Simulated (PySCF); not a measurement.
**Spinor energies of Ir²⁺ (iridium, charge +2)**

Start: [Xe] 4f14 5d6 6s1; 5d3/2 filled at m_j = +3/2; 5d5/2 filled at m_j = -3/2, -1/2, +1/2, +3/2, +5/2; 6s1/2 filled at m_j = +1/2. Calculated with PySCF 2.14 in x2c-TZVPall-2c: generalised Hartree-Fock with the X2C-1e Hamiltonian and a Gaussian nucleus; spin-orbit coupling (SO) screened by Boettger's factors. This is a chosen level, not necessarily the ground level.

```csv
spinor shell,electrons,"ε, screened SO (eV)",weight of nominal j (screened SO),"rms radius, screened SO (bohr)"
1s1/2,2,-76529.3,1.000,0.0197
2s1/2,2,-13549.7,1.000,0.0795
2p1/2,2,-12958.1,1.000,0.0675
2p3/2,4,-11324.8,1.000,0.0752
3s1/2,2,-3250.9,1.000,0.203
3p1/2,2,-2986.5,1.000,0.195
3p3/2,4,-2623.2,1.000,0.210
3d3/2,4,-2186.8,1.000,0.185
3d5/2,6,-2108.7,1.000,0.189
4s1/2,2,-745.08,1.000,0.450
4p1/2,2,-632.38,1.000,0.456
4p3/2,4,-545.29,1.000,0.490
4d3/2,4,-360.27,0.999,0.507
4d5/2,6,-343.33,0.999,0.519
5s1/2,2,-136.40,1.000,1.05
4f5/2,6,-105.41,0.986,0.586
4f7/2,8,-102.10,0.989,0.586
5p1/2,2,-99.797,0.953,1.15
5p3/2,4,-82.879,0.978,1.23
5d5/2,5,-34.912,0.481,1.68
5d3/2,1,-30.900,0.637,1.70
6s1/2,1,-26.216,0.985,2.75
```

```
   quantity   screened SO
E (hartree)  -17838.10039
        M_J           9/2
       ⟨J²⟩        24.765
       ⟨L²⟩         6.695
       ⟨S²⟩         8.465
```

Each row is a mean over spinors that exchange with the open shell spreads, by up to 8.693 eV (5p3/2).

Rows whose weight is well below 1 are mixtures of j = l ± 1/2: exchange outweighs spin-orbit coupling there, and the label is only the starting occupation.

Breit and QED terms are absent; they matter most for the inner s and p1/2 levels.

Densities and radii are taken from the X2C orbitals without a picture-change correction, which distorts them close to the nucleus.
